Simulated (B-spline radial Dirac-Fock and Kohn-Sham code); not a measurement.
Level of theory: ΔSCF Dirac-Fock with Breit, self-energy and vacuum polarisation, finite nucleus, configuration average; a radial finite-basis atomic code. Correlation and solid-state effects are left out.

**Question.** Identify the element and charge state from the binding energies below (tabulated ground configuration; the least bound level is included).

| level | binding energy (eV) |
| --- | --- |
| 1s | 39985.7 |
| 2s | 7298.3 |
| 2p1/2 | 6924.9 |
| 3s | 2324.2 |
| 3p1/2 | 2168.2 |
| 3p3/2 | 2083.1 |
| 3d5/2 | 1800.0 |

**Answer.** La²⁹⁺: Z = 57 with 28 electrons, [Ar] 3d10. The hydrogen-like estimate √(E/Ry) = 54.2 for the K level lies 2.8 below Z (screening lowers it, relativity raises it); the outermost level, at 1800.0 eV, fixes the charge.

Values without a named source are computed, but for edge energies of neutral atoms, which are taken from tables.
